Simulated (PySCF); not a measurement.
Al(Me)2(NH2) (C2H8AlN), SMILES [CH3][Al]([CH3])[NH2].

Geometry optimised at B3LYP-D3(BJ)/def2-SVP. The structure was generated by enumeration; whether it is a known compound was not checked. The values are those of a single conformer.

The numbers are results of IEF-PCM-ωB97X/def2-SVP (PySCF 2.14.0), not measurements.

The values are the electrostatic part of the solvation free energy, E(continuum) − E(gas) at the gas-phase geometry, in a cavity of scaled van der Waals radii (PySCF's table); cavitation and dispersion terms are not included. A continuum can't describe solvent molecules that bind to the metal. In vacuum the orbital gap is 12.00 eV. The dipole moment in vacuum is 0.80 D.

Computed values in water (ε = 78.36), dichloromethane (ε = 8.93), diethylether (ε = 4.24):
```
solvent              ε  ΔG(elec) (kcal/mol)  dipole (D)  gap (eV)
---------------  -----  -------------------  ----------  --------
water            78.36                 -3.1        0.93     12.18
dichloromethane   8.93                 -2.6        0.91     12.14
diethylether      4.24                 -2.1        0.89     12.11
```
